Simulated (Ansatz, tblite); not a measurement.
Cost and result up the ladder for Nb₃Te₄⁺ (the lowest singlet isomer of a short search) (7 atoms). Total charge 1; singlet. Geometry: PBE-D4/def2-SVP.

```xyz
7

Nb    1.242   -0.932    0.313
Nb    0.180    0.944   -1.261
Nb   -0.648    0.697    1.266
Te   -0.756   -1.927    1.794
Te    0.538   -1.539   -2.199
Te   -2.437    1.032   -0.698
Te    1.882    1.725    0.785
```

Ansatz on 6 threads of Intel Xeon on a shared host; xTB runs through tblite on one thread. Times are rough, summed over both states, and most runs start from the orbitals of an earlier one. No level here is sound enough to serve as a yardstick. The other state is a quintet at its own geometry.

In the def2 sets Nb, Te take a core potential; there is no spin–orbit coupling. The xTB rows come from tblite. HSE06 is defined as in plane-wave codes, on full-range PBE exchange. The structure comes from a short search, and lower isomers may exist.

Run but left out: HF/STO-3G, B2PLYP/def2-TZVP (singlet: restricted singlet, unstable in another Hartree–Fock run and untested here); HF/def2-TZVP, MP2/def2-TZVP (singlet: restricted singlet, unstable towards broken spin symmetry).

xTB has no spin-polarisation term.

```json
{"level": "GFN1-xTB", "functions": "63", "wall time": "0.099 s", "quintet − singlet (eV)": "1.31", "remarks": "–"}
{"level": "GFN2-xTB", "functions": "63", "wall time": "0.37 s", "quintet − singlet (eV)": "0.39", "remarks": "–"}
{"level": "PBE-D4/def2-TZVP", "functions": "320", "wall time": "50 s", "quintet − singlet (eV)": "1.97", "remarks": "–"}
{"level": "HSE06-D4/def2-TZVP (with forces)", "functions": "320", "wall time": "2 min", "quintet − singlet (eV)": "2.01", "remarks": "restricted SCF unstable in HF (singlet)"}
{"level": "r2SCAN-D4/def2-TZVP", "functions": "320", "wall time": "2 min", "quintet − singlet (eV)": "1.80", "remarks": "restricted SCF unstable in HF (singlet)"}
{"level": "PBE0-D4/def2-TZVP", "functions": "320", "wall time": "2.7 min", "quintet − singlet (eV)": "2.01", "remarks": "restricted SCF unstable in HF (singlet)"}
```
